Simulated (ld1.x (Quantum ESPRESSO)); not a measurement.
# What one change does to a pseudopotential (F (Z = 9), RRKJ)

- Element: F (Z = 9)
- Generator: ld1.x (Quantum ESPRESSO) 7.5
- Type: norm-conserving RRKJ (Kleinman–Bylander form)
- Functional: Wu–Cohen
- Relativity: scalar-relativistic
- Frozen core: [He]
- Valence charge: 7
- Reference configuration: 2s2 2p4.5 (charge +0.5)
- Partial waves: 2s (bound): rc 0.85 bohr; 2p (bound): rc 1.05 bohr
- Local potential: all-electron potential smoothed inside 0.70 bohr (lloc = -1)
- Core correction: Bessel-smoothed model core inside 0.80 bohr
- rho0: 0.005

All-electron outer shells of the reference configuration (Wu–Cohen, scalar-relativistic, ld1.x):

| shell | level (eV) | outermost node (bohr) | outermost maximum (bohr) |
| --- | --- | --- | --- |
| 2s | -38.06 | 0.24 | 0.76 |
| 2p | -19.22 | – | 0.69 |

Change: wave 2p (bound): rc 1.05 bohr becomes 2p (bound): rc 1.62 bohr.

Cutoffs: the cutoffs (Ry, on a coarse ladder) from which the occupation-weighted sum of valence levels, in a spherical-Bessel basis at the reference potential, stays within 10 and 1 mRy of its value at 400 Ry; they do not see the model core or the augmentation charge, which bear on the density cutoff. Errors are all-electron minus pseudo energies relative to the spin-unpolarised reference configuration.

Question: What does the change do?

Answer: The potential gets neither clearly harder nor softer (160 Ry and 200 Ry → 160 Ry and 200 Ry); the s channel sets the loose cutoff, while the largest relative change is in p, which becomes softer; of the 7 tests that both files solve, the error grows in 7 and shrinks in 0 by more than 15 % and 0.3 meV (median size 1.3 → 88.1 meV); neither file shows a bound ghost. More of the atom is replaced by a form fitted at one configuration, so other configurations suffer.

| quantity | base | changed |
| --- | --- | --- |
| cutoff, loose | 160 Ry | 160 Ry |
| cutoff, tight | 200 Ry | 200 Ry |
| loose cutoff by channel (10 mRy a level) | s 140 Ry, p 90 Ry | s 140 Ry, p 45 Ry |
| bound ghosts | none | none |
| error for 2s2 2p5, meV [ΔE -7.53 eV] | +0.9 | +8.8 |
| error for 2s2 2p4, meV [ΔE 11.84 eV] | +0.9 | +20 |
| error for 2s2 2p3, meV [ΔE 50.22 eV] | +37 | +360 |
| error for 2s2 2p1, meV [ΔE 196.64 eV] | +776 | +4766 |
| error for 2s1 2p6, meV [ΔE 11.15 eV] | +21 | +89 |
| error for 2s1 2p5, meV [ΔE 30.81 eV] | +1.3 | -88 |
| error for 2s2 2p5.3, meV [ΔE -10.19 eV] | +1.0 | +15 |
